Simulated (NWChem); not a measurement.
System: C4H6Si; SMILES C=CC#C[SiH3]

Program: NWChem. Medium grid unless said otherwise, to which SCAN and Minnesota functionals are sensitive. The geometry was optimised at PBE0/def2-SVP. Hybrids' shares of exact exchange are those that their runs print; pure functionals count as 0. The functionals differ in more than this share.

| row | share of exact exchange | orbital gap (eV) |
|---|---|---|
| PBE/def2-SVP | 0.00 | 3.95 |
| BLYP/def2-SVP | 0.00 | 3.94 |
| TPSSh/def2-SVP | 0.10 | 4.88 |
| B3LYP/def2-SVP | 0.20 | 5.49 |
| PBE0/def2-SVP | 0.25 | 5.89 |
| M06-2X/def2-SVP | 0.54 | withheld |

Q: Fit a straight line of the last column on the one before it, predict the withheld value, and compare with the run.

A: 
1. Means of the 5 shown rows: x = 0.110, y = 4.830. Slope Σ(x − x̄)(y − ȳ)/Σ(x − x̄)² = 0.4020/0.05200 = 7.731; intercept 3.980.
2. The shown rows scatter about the line by 0.064 (root mean square); the largest residual is +0.13, at TPSSh/def2-SVP.
3. At x = 0.54 (M06-2X/def2-SVP; beyond the shown range) the line gives 8.15.
4. The run gives 7.88, -0.27 from the line, 4.2 times the scatter.
